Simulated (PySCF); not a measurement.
## How methods differ on the interval between two levels of Sc⁺

Sc⁺ [Ar] 3d1 4s1 [3D3, M_J = 3] → Sc⁺ [Ar] 4s2, as a difference of total energies. Calculation: PySCF 2.14, in x2c-SVPall-2c with one added diffuse shell each of s, d type (6s5p4d1f, 48 functions); the two-component X2C-1e Hamiltonian. Correlated levels: [Ne] frozen. "Screened" scales the spin-orbit matrix elements by Boettger's factors to mimic the two-electron term; Breit and QED terms are absent.

```
                    method  interval between two levels (cm⁻¹)
           GHF (spin-free)                               18048
          GMP2 (spin-free)                               10356
 GHF (screened spin-orbit)                               17971
GMP2 (screened spin-orbit)                               10277
```

Errors of the correlated levels include the incompleteness of this basis and the frozen core.

The labels give the starting determinants; with spin-orbit coupling the two ends relaxed to ⟨J²⟩ = 12.01, ⟨L²⟩ = 6.01, ⟨S²⟩ = 2.00 and ⟨J²⟩ = 0.00, ⟨L²⟩ = 0.00, ⟨S²⟩ = 0.00.

For comparison: 11559 cm⁻¹ (measured; NIST Handbook of Basic Atomic Spectroscopic Data (Sansonetti and Martin, J. Phys. Chem. Ref. Data 34, 1559 (2005))).
